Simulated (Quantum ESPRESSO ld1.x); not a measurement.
The numbers below are computed, except where a source is named.
Question: The aim is neutral ruthenium in [Kr] 4d7 5s1. This ld1.x (Quantum ESPRESSO 7.5) run was made with `OMP_NUM_THREADS=1 ld1.x < ld1.in > ld1.out`. Can the result be used? Name any fault.

```
 &input
    zed=44.0,
    iswitch=1,
    rel=1,
    lsd=2,
    dft='PZ',
    config='[Kr] 4d7 5s1',
    verbosity='high',
    prefix='ld1',
    max_out_wfc=37,
    file_charge='ld1.rho',
 /
```

Output (excerpt):

```
     Program LD1 v.7.5 starts

 %%%%%%%%%%%%%%%%%%%%%%%%%%%%%%%%%%%%%%%%%%%%%%%%%%%%%%%%%%%%%%%%%%%%%%%%%%%%%%
     Error in routine ld1_readin (1):
     lsd not correct
 %%%%%%%%%%%%%%%%%%%%%%%%%%%%%%%%%%%%%%%%%%%%%%%%%%%%%%%%%%%%%%%%%%%%%%%%%%%%%%

     stopping ...
```

Answer: No (refused). The line at issue: lsd=2. The program stops in ld1_readin with "lsd not correct": lsd takes 0 or 1. The sound input gives -4526.3377 hartree.
